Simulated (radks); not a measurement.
Problem. Radial electron density D(r) = 4 pi r^2 rho(r) of an atom or ion with 11 electrons. Calculated with a radial shooting solver on a logarithmic mesh with Libxc functionals: scalar-relativistic Kohn-Sham, PBEsol, spin-polarised, spherical densities, finite nucleus; Fermi nuclear charge, rms radius of each element as measured or else 0.836 A^(1/3) + 0.57 fm.

| r (bohr) | D(r) (e/bohr) | spin D(r) |
|---|---|---|
| 0.001921 | 10.24 | 0.150 |
| 0.002131 | 12.01 | 0.176 |
| 0.002384 | 14.21 | 0.207 |
| 0.002645 | 16.55 | 0.240 |
| 0.002958 | 19.44 | 0.280 |
| 0.003283 | 22.47 | 0.322 |
| 0.003672 | 26.14 | 0.372 |
| 0.004074 | 29.93 | 0.422 |
| 0.004557 | 34.42 | 0.480 |
| 0.005056 | 38.93 | 0.536 |
| 0.005656 | 44.12 | 0.598 |
| 0.006275 | 49.18 | 0.655 |
| 0.007019 | 54.76 | 0.711 |
| 0.007788 | 59.93 | 0.757 |
| 0.008711 | 65.30 | 0.794 |
| 0.009666 | 69.91 | 0.812 |
| 0.01081 | 74.21 | 0.810 |
| 0.012 | 77.38 | 0.784 |
| 0.01342 | 79.68 | 0.725 |
| 0.01489 | 80.63 | 0.641 |
| 0.01665 | 80.30 | 0.522 |
| 0.01848 | 78.80 | 0.392 |
| 0.02067 | 76.14 | 0.243 |
| 0.02293 | 73.07 | 0.117 |
| 0.02565 | 69.69 | 0.0203 |
| 0.02846 | 67.11 | -0.00517 |
| 0.03184 | 65.66 | 0.0666 |
| 0.03533 | 66.06 | 0.245 |
| 0.03951 | 68.69 | 0.561 |
| 0.04384 | 73.05 | 0.949 |
| 0.04904 | 79.17 | 1.41 |
| 0.05441 | 85.14 | 1.80 |
| 0.06086 | 90.37 | 2.08 |
| 0.06753 | 92.68 | 2.10 |
| 0.07554 | 91.14 | 1.83 |
| 0.08382 | 85.45 | 1.32 |
| 0.09375 | 75.04 | 0.658 |
| 0.104 | 62.56 | 0.153 |
| 0.1164 | 48.00 | 0.0128 |
| 0.1291 | 35.31 | 0.453 |
| 0.1444 | 24.14 | 1.57 |
| 0.1602 | 16.76 | 3.02 |
| 0.1792 | 11.79 | 4.58 |
| 0.1989 | 9.126 | 5.59 |
| 0.2224 | 7.291 | 5.86 |
| 0.2468 | 5.834 | 5.30 |
| 0.2761 | 4.238 | 4.08 |
| 0.3063 | 2.816 | 2.77 |
| 0.3426 | 1.564 | 1.56 |
| 0.3802 | 0.7767 | 0.775 |
| 0.4252 | 0.3040 | 0.304 |
| 0.4718 | 0.1054 | 0.105 |
| 0.5278 | 0.02697 | 0.0270 |
| 0.5856 | 0.006056 | 0.00606 |
| 0.655 | 0.0009253 | 0.000925 |
| 0.7268 | 0.0001225 | 0.000123 |

What is the nuclear charge?

Solution. Z = 62. The innermost maximum, from 1s, lies near gamma/Z bohr with gamma = sqrt(1 - (Z/c)^2) = 0.892, here 0.0144 bohr (found: 0.0154), and its height grows with Z. The density is that of the samarium ion Sm51+ in [Ne] 3s1; the configuration itself is not fixed sharply by these data, and Z only to a few units. D(r) has 2 maxima, at r = 0.0154, 0.0686 bohr, and minima at 0.0329 bohr, inside which lie 2.05 electrons.
